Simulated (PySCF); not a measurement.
Computed structure and properties of [Ho(PH3)]3+

System: [Ho(PH3)]3+ (singlet in the valence; each metal's 4f electrons, 10 of them, lie in its core potential, out of spins and levels); start: template (C3v). Method: PySCF 2.14.0, RKS PBE0, Ho lcecp-1-SVP with ECP56, P def2-SVP, H def2-SVP; non-relativistic Hamiltonian with scalar-relativistic core potentials where named; density fitting; no spin-orbit coupling.

Input of the relaxation:

```python
mol = gto.M(atom='''
Ho     0.00000     0.00000    -0.50264
P     -0.00000    -0.00000     2.37236
H      1.21001    -0.00000     3.11556
H     -0.60500     1.04790     3.11556
H     -0.60501    -1.04789     3.11556''',
    basis={'Ho': 'lcecp-1-SVP', 'P': 'def2-SVP', 'H': 'def2-SVP'},
    ecp={'Ho': 'lcecp-1-SVP'},
    charge=3, spin=0)
mf = dft.RKS(mol, xc='PBE0')
mf.grids.atom_grid = (50, 194)  # f atoms: unpruned, at least (60, 302)
mf = mf.density_fit()  # fitting sets: Ho AutoAux, P def2-universal-JKFIT, H def2-universal-JKFIT
mf.conv_tol = 1e-08; mf.max_cycle = 55
mf.kernel(dm0)  # dm0: converged density of the start geometry
# quasi-Newton relaxation in Cartesian coordinates to a largest gradient under 0.00045 Eh/bohr, steps kept in the point group
```

Run from Python with OMP_NUM_THREADS=2; the lines above give its settings. Where DIIS fails, smearing, a level shift and second-order steps follow.
It took 6.3 s on 2 threads of Intel(R) Xeon(R) 6975P-C (Granite Rapids), on a shared host, from the converged density of the start.

Course of the relaxation:

| step | energy above end (eV) | largest force component within the symmetry (eV/Å) |
| --- | --- | --- |
| 0 | 0.3017 | 1.226 |
| 1 | 0.0677 | 1.013 |
| 2 | 0.0095 | 0.411 |
| 3 | 0.0013 | 0.114 |
| 4 | 0.0000 | 0.025 |
| 5 | 0.0000 | 0.019 |

Relaxed geometry (C3v):

```xyz
5

Ho    0.0000    0.0000   -0.3744
P     0.0000    0.0000    2.5118
H     1.3321    0.0000    3.0263
H    -0.6661    1.1537    3.0263
H    -0.6661   -1.1537    3.0263
```

```json
{"contact": "Ho1–P2 (PH3)", "Å": "2.886"}
```

On the finer grid (75, 302):

```
HOMO                                                          : -24.44 eV
LUMO                                                          : -19.66 eV
Dipole about the centre of mass                               : 3.27 D
Set of Mulliken populations of Ho1 outside the core potential : s 2.23, p 6.07, d 0.42, f 0.00
D3(BJ) dispersion energy (not in the energies)                : -0.129 eV
```

```
atom  Mulliken (e)  Löwdin (e)  spin (e)
 Ho1          2.27        2.09      0.00
  P2         -0.03        0.57      0.00
  H3          0.25        0.11      0.00
  H4          0.25        0.11      0.00
  H5          0.25        0.11      0.00
```

The 4f levels lie in the core potential and are missing. Their spin isn't counted.

A rough frequency check found all modes real, so this is a minimum.

Taking off one PH3 (charge 0, singlet; the rest: singlet) in vacuum, both parts rigid, costs 5.90 eV; the small basis without counterpoise inflates it. Parting with an electron moved from the ligand to the metal can be far cheaper, even downhill.

Rigid scan of PH3 along the line from its metal:

```tsv
distance to P2 (Å)	energy (eV)
2.59	0.308
2.69	0.120
2.79	0.026
2.89	0.000
2.99	0.023
3.09	0.082
3.29	0.260
```

One start shape was tried, so this needn't be the lowest isomer.

An lcecp potential fixes the number of 4f electrons, so in runs with it no electron can move into or out of that shell.
